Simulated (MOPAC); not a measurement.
Job for MOPAC: PM3 on CH6AlN (SMILES C[NH][AlH2]), a point of a torsion scan.

```
PM3 1SCF PRECISE CHARGE=0 THREADS=1
CH6AlN

C     -1.27463962 1     0.27467671 1     0.21740558 1
N     -0.07025650 1    -0.53208367 1     0.01788489 1
Al     1.64948690 1    -0.10283988 1    -0.18232937 1
H     -1.97980777 1     0.14889123 1    -0.61033684 1
H     -0.98708140 1     1.32424541 1     0.26839093 1
H     -1.78443359 1     0.01186457 1     1.14908667 1
H     -0.32953663 1    -1.51700510 1    -0.00465808 1
H      2.56870489 1    -1.00687460 1    -1.02587926 1
H      2.27253753 1     1.16226993 1     0.44473869 1
```

It printed:

```
*******************************************************************************
 **                                                                           **
 **                              MOPAC v23.2.5                                **
 **                                                                           **
 *******************************************************************************
 ** MOPAC's Digital Object Identifier: https://doi.org/10.5281/zenodo.6511958 **
 **                                                                           **
 ** Please cite the open-source release paper for use of this MOPAC version:  **
 ** J. E. Moussa and J. J. P. Stewart (2026)                                  **
 ** MOPAC: An open-source semiempirical molecular orbital program             **
 ** J. Open Source Softw., 11(119), 8025, https://doi.org/10.21105/joss.08025 **
 *******************************************************************************

                              PM3 CALCULATION RESULTS

 *******************************************************************************
 *  PM3        - The PM3 Hamiltonian to be used
 *
 *
 *
 *                 CHARGE ON SYSTEM = 0
 *
 *
 *
 *  PRECISE    - TIGHTER CRITERIA TO BE USED
 *  1SCF       - DO 1 SCF AND THEN STOP
 *  THREADS=1  - MULTI-THREADING NOT USED
 *  T=         - A TIME OF 172800.0 SECONDS REQUESTED
 *  DUMP=N     - RESTART FILE WRITTEN EVERY 7200.0 SECONDS REQUESTED
 *******************************************************************************
PM3 1SCF PRECISE CHARGE=0 THREADS=1
 CH6AlN

   ATOM   CHEMICAL          X               Y               Z
  NUMBER   SYMBOL      (ANGSTROMS)     (ANGSTROMS)     (ANGSTROMS)

     1       C         -1.27463962  *   0.27467671  *   0.21740558  *
     2       N         -0.07025650  *  -0.53208367  *   0.01788489  *
     3      Al          1.64948690  *  -0.10283988  *  -0.18232937  *
     4       H         -1.97980777  *   0.14889123  *  -0.61033684  *
     5       H         -0.98708140  *   1.32424541  *   0.26839093  *
     6       H         -1.78443359  *   0.01186457  *   1.14908667  *
     7       H         -0.32953663  *  -1.51700510  *  -0.00465808  *
     8       H          2.56870489  *  -1.00687460  *  -1.02587926  *
     9       H          2.27253753  *   1.16226993  *   0.44473869  *



          CARTESIAN COORDINATES

    NO.       ATOM           X           Y           Z

     1         C         -1.2746      0.2747      0.2174
     2         N         -0.0703     -0.5321      0.0179
     3        Al          1.6495     -0.1028     -0.1823
     4         H         -1.9798      0.1489     -0.6103
     5         H         -0.9871      1.3242      0.2684
     6         H         -1.7844      0.0119      1.1491
     7         H         -0.3295     -1.5170     -0.0047
     8         H          2.5687     -1.0069     -1.0259
     9         H          2.2725      1.1623      0.4447

  H: (PM3): J. J. P. STEWART, J. COMP. CHEM. 10, 209 (1989).
  C: (PM3): J. J. P. STEWART, J. COMP. CHEM. 10, 209 (1989).
  N: (PM3): J. J. P. STEWART, J. COMP. CHEM. 10, 209 (1989).
 Al: (PM3): J. J. P. STEWART, J. COMP. CHEM. 10, 209 (1989).

           Empirical Formula: C H6 N Al  =     9 atoms



      MOLECULAR POINT GROUP   :   C1


      RHF CALCULATION, NO. OF DOUBLY OCCUPIED LEVELS = 9


 -------------------------------------------------------------------------------
 PM3 1SCF PRECISE CHARGE=0 THREADS=1
 CH6AlN



     1SCF WAS SPECIFIED, SO BFGS WAS NOT USED
     SCF FIELD WAS ACHIEVED


                              PM3 CALCULATION
                                                       MOPAC v23.2.5 Linux




          FINAL HEAT OF FORMATION =         37.79291 KCAL/MOL =     158.12552 KJ/MOL


          COSMO AREA              =        109.68 SQUARE ANGSTROMS
          COSMO VOLUME            =         95.70 CUBIC ANGSTROMS

          IONIZATION POTENTIAL    =          9.551284 EV
          HOMO LUMO ENERGIES (EV) =         -9.551 -1.862
          NO. OF FILLED LEVELS    =          9
          MOLECULAR WEIGHT        =         59.0466         POINT GROUP:  C1

          MOLECULAR DIMENSIONS (Angstroms)

            Atom       Atom       Distance
            H     8    H     6     4.97173
            H     9    H     7     3.43541
            H     4    H     9     1.76920


          SCF CALCULATIONS        =          1





   ATOM   CHEMICAL          X               Y               Z
  NUMBER   SYMBOL      (ANGSTROMS)     (ANGSTROMS)     (ANGSTROMS)

     1       C         -1.27463962  *   0.27467671  *   0.21740558  *
     2       N         -0.07025650  *  -0.53208367  *   0.01788489  *
     3      Al          1.64948690  *  -0.10283988  *  -0.18232937  *
     4       H         -1.97980777  *   0.14889123  *  -0.61033684  *
     5       H         -0.98708140  *   1.32424541  *   0.26839093  *
     6       H         -1.78443359  *   0.01186457  *   1.14908667  *
     7       H         -0.32953663  *  -1.51700510  *  -0.00465808  *
     8       H          2.56870489  *  -1.00687460  *  -1.02587926  *
     9       H          2.27253753  *   1.16226993  *   0.44473869  *

                             CARTESIAN COORDINATES

   1    C       -1.274639620     0.274676710     0.217405580
   2    N       -0.070256500    -0.532083670     0.017884890
   3   Al        1.649486900    -0.102839880    -0.182329370
   4    H       -1.979807770     0.148891230    -0.610336840
   5    H       -0.987081400     1.324245410     0.268390930
   6    H       -1.784433590     0.011864570     1.149086670
   7    H       -0.329536630    -1.517005100    -0.004658080
   8    H        2.568704890    -1.006874600    -1.025879260
   9    H        2.272537530     1.162269930     0.444738690


           Empirical Formula: C H6 N Al  =     9 atoms



      MOLECULAR POINT GROUP   :   C1


                  EIGENVALUES
 -33.16066 -22.95258 -16.58523 -15.03764 -14.97832 -12.57960 -11.61206 -11.13751
  -9.55128  -1.86163   0.23919   1.17927   3.08757   3.49498   3.87025   3.88267
   4.50701   4.90181


              NET ATOMIC CHARGES AND DIPOLE CONTRIBUTIONS

  ATOM NO.   TYPE          CHARGE      No. of ELECS.   s-Pop       p-Pop
    1          C          -0.085111        4.0851     1.14350     2.94161
    2          N          -0.101552        5.1016     1.42152     3.68004
    3         Al           0.348083        2.6519     0.46807     2.18384
    4          H           0.042701        0.9573     0.95730
    5          H           0.053055        0.9469     0.94695
    6          H           0.039472        0.9605     0.96053
    7          H           0.051858        0.9481     0.94814
    8          H          -0.176327        1.1763     1.17633
    9          H          -0.172178        1.1722     1.17218
 DIPOLE           X         Y         Z       TOTAL
 POINT-CHG.    -1.820    -0.141     0.259     1.843
 HYBRID        -0.972    -0.373     0.148     1.052
 SUM           -2.792    -0.513     0.406     2.868


          ATOMIC ORBITAL ELECTRON POPULATIONS

     Atom    s        px        py        pz
    1  C   1.14350   0.94368   0.99386   1.00408
    2  N   1.42152   1.12598   1.02415   1.52990
    3 Al   0.46807   0.70033   0.87619   0.60733
    4  H   0.95730
    5  H   0.94695
    6  H   0.96053
    7  H   0.94814
    8  H   1.17633
    9  H   1.17218

 **********************
 *                    *
 * JOB ENDED NORMALLY *
 *                    *
 **********************




 == MOPAC DONE ==
```

The run finished.

Cost: about 0.020 core-seconds (a rough figure).
